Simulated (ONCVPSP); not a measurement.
**tungsten: variants of one ONCV potential**

Base potential:

- Element: tungsten
- Generator: ONCVPSP 4.0.1
- Type: optimised norm-conserving Vanderbilt (ONCV)
- Functional: PBEsol
- Relativity: fully relativistic
- Frozen core: [Kr] 4d10 4f14
- Valence charge: 14
- Reference configuration: 5s2 5p6 5d4 6s2
- Partial waves: 5s+6s: rc 1.70 bohr, ncon 3, nbas 6, qcut 5.8 1/bohr, 2 projectors; 5p: rc 1.90 bohr, ncon 3, nbas 6, qcut 7.6 1/bohr, 3 projectors, debl 3.3 Ha; 5d: rc 2.00 bohr, ncon 4, nbas 8, qcut 8.2 1/bohr, 2 projectors, debl 3 Ha
- Local potential: polynomial inside 1.40 bohr (lpopt 5, dvloc0 -1 Ha)
- Core correction: none

Open shells are filled in proportion to 2j + 1.

All-electron outer shells of the reference configuration (PBEsol, scalar-relativistic, ld1.x):

| shell | level (eV) | outermost node (bohr) | outermost maximum (bohr) |
| --- | --- | --- | --- |
| 5s | -79.11 | 0.53 | 0.96 |
| 5p | -43.22 | 0.57 | 1.09 |
| 4f | -33.24 | – | 0.43 |
| 6s | -5.75 | 1.28 | 2.64 |
| 5d | -4.51 | 0.63 | 1.49 |

Cutoffs, loose and tight: the cutoffs (Ha) at which the residual kinetic energy of the hardest occupied pseudo-wave falls to 1 and 0.1 mHa per electron. They do not see the model core or the augmentation charge, which bear on the density cutoff. Test errors are all-electron minus pseudo excitation energies from the reference, over the configurations 5s2 5p6 5d4 6s1; 5s2 5p6 5d4 6s0; 5s2 5p6 5d3 6s0; 5s2 5p6 5d4 6s1.5. A dash means not determined; rows that change the core or the reference have their own tests.

| change | outcome | cutoff, loose | cutoff, tight | bound ghosts | GHOST(+) flags above zero | largest test error (meV) |
| --- | --- | --- | --- | --- | --- | --- |
| base | generated | 16 Ha | 20 Ha | none | s | -3.0 |
| d: nbas 7 | generated | 16 Ha | 20 Ha | none | s | -3.0 |
| all radii scaled by about 0.82 (s 1.40, p 1.56, d 1.64 bohr); local potential polynomial inside 1.16 bohr (lpopt 5, dvloc0 -1 Ha) | generated | 30 Ha | 71 Ha | none | s, p3/2, p1/2 | +0.7 |
| functional LDA (Perdew-Wang 92) | generated | 16 Ha | 20 Ha | none | s | -1.7 |
| local potential polynomial inside 1.40 bohr (lpopt 5, dvloc0 6 Ha) | generated | 16 Ha | 20 Ha | none | none | -2.9 |
| s: qcut 7.5 | generated | 20 Ha | 23 Ha | none | s | +1.0 |
| s: qcut 8.6; p: qcut 11.3; d: qcut 12.1 | failed: ERROR pspot: first pseudo wave function has node, program will stop | – | – | – | – | – |
| s: rc 1.84 | generated | 16 Ha | 20 Ha | none | s | -4.2 |
